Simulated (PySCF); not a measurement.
Work out the structure from these simulated measurements.

Formula: C6H13OPSi.

- 1H NMR: chemical shifts (computed TMS as zero) by class: 7.09 (1 H), 6.52 (1 H), 6.51 (1 H), 5.97 (1 H), 4.32 (1 H), 2.40 (2 H), 1.87 (2 H), 1.19 (2 H), 0.84 (2 H) ppm [GIAO PBE0/pcSseg-1]
- NMR, other nuclei: isotropic shieldings of nuclei other than C and H, by class: 232 (1 O), 379 (1 Si), 311 (1 P) ppm [GIAO PBE0/pcSseg-1]
- Dipole: 4.63 D [PBE0/pcSseg-1]
- 13C NMR: chemical shifts (computed TMS as zero) by class: 142.8 (1 C), 141.5 (1 C), 29.8 (2 C), 8.4 (2 C) ppm [GIAO PBE0/pcSseg-1]
- Rotational structure: rotational constants A, B, C: 2.524, 0.678, 0.608 GHz [GFN2-xTB]

Gas-phase values; electronic properties from PySCF, density fitting. Levels stand in brackets. Isolated species at its GFN2-xTB geometry (one conformer only). GFN2-xTB frequencies show an imaginary mode (33i cm⁻¹), so this geometry is no minimum at that level. NMR classes are plain means over equivalent atoms (diastereotopic ones count apart unless rotation or inversion swaps them), as if these changed places fast.

Task: Propose a structure and show how it fits.

Result: Numbering: `[CH2:1]=[CH:2][Si@H:3]1[CH2:4][CH2:5][P@H:6](=[O:7])[CH2:8][CH2:9]1`. 6 carbons fall into 4 classes; from least to most shielded: terminal =CH2 carbon [C1] (142.8 ppm), alkene CH carbon [C2] (141.5 ppm), ring sp3 carbon bound to phosphorus [C5/C8] (29.8 ppm, 2 C), ring sp3 carbon bound to silicon [C4/C9] (8.4 ppm, 2 C, up to 2.5 ppm apart in this geometry). Hydrogen classes from least to most shielded: 1 H on a phosphoryl phosphorus, P6 (7.09 ppm), 1 H on an alkene CH carbon, C2 (6.52 ppm), 1 H on a terminal =CH2 carbon, C1 (6.51 ppm), 1 H on a terminal =CH2 carbon, C1 (5.97 ppm), 1 H on an SiH silicon, Si3 (4.32 ppm), 2 H on 2 like atoms (sp3 carbon bound to phosphorus), C5/C8 (2.40 ppm), 2 H on 2 like atoms (sp3 carbon bound to phosphorus), C5/C8 (1.87 ppm), 2 H on 2 like atoms (sp3 carbon bound to silicon), C4/C9 (1.19 ppm), 2 H on 2 like atoms (sp3 carbon bound to silicon), C4/C9 (0.84 ppm). The other shieldings belong to: 232 ppm, phosphoryl oxygen [O7]; 379 ppm, SiH silicon [Si3]; 311 ppm, phosphoryl phosphorus [P6]. The optimised geometry has point group C1 and is an asymmetric top. Structure: `C=C[Si@H]1CC[P@H](=O)CC1`. Computed isomers that give other values at the same levels: `COC1=C(C)CP([SiH3])C1` (13C chemical shifts (computed TMS as zero) by class: 159.4 (1 C), 117.6 (1 C), 57.5 (1 C), 32.2 (1 C), 27.3 (1 C), 16.3 (1 C) ppm); `O=C1CCP(C[SiH3])CC1` (13C chemical shifts (computed TMS as zero) by class: 214.9 (1 C), 43.0 (2 C), 38.3 (2 C), 12.6 (1 C) ppm); `C[SiH2]P1CCC(=O)CC1` (13C chemical shifts (computed TMS as zero) by class: 214.4 (1 C), 46.0 (2 C), 28.5 (2 C), -8.3 (1 C) ppm). The assignments are read from this structure; whether some other isomer fits the data as well wasn't checked.
